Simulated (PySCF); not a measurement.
# How the functional moves excitation energies

Compound: C₄H₆GaN.
SMILES: `C#CCC#[N+][GaH3-]`

Linear-response calculations in the def2-SVPD basis (PySCF; singlets by full response, triplets Tamm–Dancoff, core orbitals frozen in the response; HF means time-dependent Hartree–Fock). 'Strongest' is the level of largest summed f among the singlets computed (10 roots, of which the last may lack a degenerate partner); it can jump between rows when another state enters that window. S1 is the lowest singlet of each run and needn't be the same state throughout; f(S1) is that of one state. Isolated species at its PBE0-D3(BJ)/def2-SVP geometry, gas phase. The LDA/def2-SVPD calculation is non-relativistic and has no spin–orbit coupling, an omission that weighs most on gallium.

```csv
functional,kind,S1 (eV),f(S1),strongest (eV),T1 (eV),HOMO (eV),gap (eV),"ionisation energy, ΔSCF (eV)"
LDA,LDA,4.00,0.001,4.47,3.92,-6.21,3.97,9.49
PBE,GGA,4.15,0.001,4.58,4.05,-6.15,4.13,9.40
B3LYP,"global hybrid, 20% exact exchange",5.13,0.001,5.50,4.99,-7.15,5.91,not settled
PBE0,"global hybrid, 25% exact exchange",5.36,0.001,5.74,5.17,-7.33,6.34,9.51
BHandHLYP,"global hybrid, 50% exact exchange",6.36,0.000,7.02,5.21,-8.47,8.50,9.66
CAM-B3LYP,range-separated hybrid,6.24,0.001,6.62,5.32,-8.71,8.81,9.73
wB97X-D,range-separated hybrid,6.25,0.001,6.63,5.42,-9.21,10.02,9.74
HF,Hartree–Fock,6.02,0.000,8.18,4.61,-10.30,11.92,not settled
```

Problem. What does LC-wPBE (range-separated hybrid) give?

Solution. S1 (eV) 6.53, f(S1) 0.000, strongest (eV) 7.65, T1 (eV) 5.22, HOMO (eV) -10.08, gap (eV) 11.35, ionisation energy, ΔSCF (eV) 9.88. S1 runs from 4.00 eV (LDA) to 6.53 eV (LC-wPBE), a spread of 2.54 eV, while the orbital gap spreads over 7.9 eV. −ε(HOMO) comes closest to its own ΔSCF ionisation energy with LC-wPBE (+0.20 eV) and misses most with LDA (-3.27 eV). 'Not settled' means that the ion's SCF failed to converge or may have ended in another state than the lowest.
